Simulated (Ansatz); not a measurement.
```yaml
crystal:
  periodic: [false, false, false]
  atoms:
    - {symbol: O, position_ang: [-1.511389, 2.303306, -0.323190]}
    - {symbol: Ga, position_ang: [-0.423425, 0.900896, -0.283898]}
    - {symbol: O, position_ang: [-0.224245, -0.727617, -1.142801]}
    - {symbol: Si, position_ang: [0.715795, -1.185619, 0.048553]}
    - {symbol: S, position_ang: [0.823685, 0.167680, 1.414438]}
    - {symbol: H, position_ang: [-1.561469, 3.031050, 0.021553]}
    - {symbol: H, position_ang: [2.195968, -1.709255, -0.698317]}
    - {symbol: H, position_ang: [0.180785, -2.604063, 0.528311]}
basis:
  gaussian: {orbitals: aug-cc-pVTZ, fitting: {mean_field: cc-pVTZ-jkfit}}
hamiltonian: {xc: {name: B2GP-PLYP}}
```

```sh
$ ansatz run in.yaml --threads 4 --pin off --events-out ev --progress --plain --max-ram 10444MiB
```

It prints (some lines left out):

```
Functional definition: B2GP-PLYP
697 factors; integrals over basis functions are off by at most 7.5e-1 eV
mean field evaluation 1: about -75193.4668 eV, gradient 7.2e1 eV
mean field evaluation 2: about -75193.4654 eV, gradient 7.2e1 eV
mean field evaluation 4: about -75201.9058 eV, gradient 7.7e0 eV
mean field evaluation 8: about -75202.0354 eV, gradient 5.3e-2 eV
mean field evaluation 16: about -75202.0354 eV, gradient 4.4e-5 eV
mean field -75202.03536613 eV, -2763.6238259350 hartree, gradient 6.0e-6 eV, S^2 0.000000; 0 other end points of the search recorded, 0 dependent functions left out
21 core orbitals not correlated: weight in the atoms' cores, before any rotation towards them, 1.000 or more for the frozen orbitals, at most 0.000 for the correlated occupied ones
reference -75202.03552077 eV, -2763.6238316179 hartree; 19, 19 occupied and 280, 280 virtual orbitals, 697 factors
second order -29.87026048 eV of doubles, -0.00000000 eV of singles
Total energy: -75212.78881455 eV, -2764.0190078752 hartree
```

Hardware: 4 threads of an Arm Neoverse V2 on a shared host. Wall time 10 s, peak host memory 0.68 GiB.
